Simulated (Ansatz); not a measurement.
```csv
atom,x (Å),y (Å),z (Å)
B,0.0000,0.0000,-1.0865
Al,0.0000,0.0000,1.0865
```

Basis set: 6-31G (spherical functions). Frozen core: 6 orbitals. Correlation on ROHF uses semicanonical orbitals with singles. Charge 0, multiplicity 3.

Computed with Ansatz (development build ahead of 0.2.0); the reference of a correlated method needn't be the lowest determinant of its kind.

**Question.** Give the atomization energy at this shape (free ground-state atoms in the same class of orbitals less the molecule, no zero-point energy) of triplet AlB by ROHF-CCSD(T), UHF-BCCD(T), UHF-CCSD(T).

**Answer.**

| method | atomization energy |
| --- | --- |
| ROHF-CCSD(T) | 138.7 kJ/mol |
| UHF-BCCD(T) | 136.8 kJ/mol |
| UHF-CCSD(T) | 134.3 kJ/mol |

Caution: the reference determinant was not shown to be the lowest. Caution for UHF-BCCD(T), UHF-CCSD(T): the program doubts this total.

This basis has no polarisation functions and is too small for such energies, which can lie far from measured ones in either direction.
